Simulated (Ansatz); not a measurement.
`B[SiH2]CB[SiH3]` and `[SiH3]B[CH2][SnH3]` differ in one atom or group.

Ansatz, PBE0-D4/def2-TZVP geometries, multiplicity 1. Each molecule was computed in one conformer, which needn't be the lowest.

Elements past krypton have def2 core potentials.

```json
{"property": "HOMO–LUMO gap (B3LYP/def2-TZVPP) / eV", "`B[SiH2]CB[SiH3]`": "5.40"}
{"property": "HOMO energy (ωB97M-V/def2-TZVPP) / eV", "`B[SiH2]CB[SiH3]`": "-9.74"}
{"property": "HOMO–LUMO gap (PBE/def2-TZVPP) / eV", "`B[SiH2]CB[SiH3]`": "3.71"}
{"property": "HOMO–LUMO gap (ωB97M-V/def2-TZVPP) / eV", "`B[SiH2]CB[SiH3]`": "9.69"}
{"property": "LUMO energy (PBE/def2-TZVPP) / eV", "`B[SiH2]CB[SiH3]`": "-2.84"}
{"property": "size of the dipole moment (ωB97M-V/def2-TZVPP) / D", "`B[SiH2]CB[SiH3]`": "1.51"}
```

(1) Give the same properties after the change, and the shifts. (Estimate.)

Answers

(1) The calculation gave: 
```tsv
property	`[SiH3]B[CH2][SnH3]`	shift
HOMO–LUMO gap (B3LYP/def2-TZVPP) / eV	6.09	0.69
HOMO energy (ωB97M-V/def2-TZVPP) / eV	-10.00	-0.26
HOMO–LUMO gap (PBE/def2-TZVPP) / eV	4.33	0.62
HOMO–LUMO gap (ωB97M-V/def2-TZVPP) / eV	10.47	0.78
LUMO energy (PBE/def2-TZVPP) / eV	-2.30	0.54
size of the dipole moment (ωB97M-V/def2-TZVPP) / D	2.03	0.52
```

With PBE0 the HOMO falls by 0.17 eV and the LUMO rises by 0.55 eV, so the gap widens by about 0.72 eV. PBE moves the HOMO by -0.06 eV and ωB97M-V by -0.26 eV. Dipoles are sizes alone; their direction can turn.

B3LYP here is the variant with VWN-RPA as its local correlation; programs differ in this.
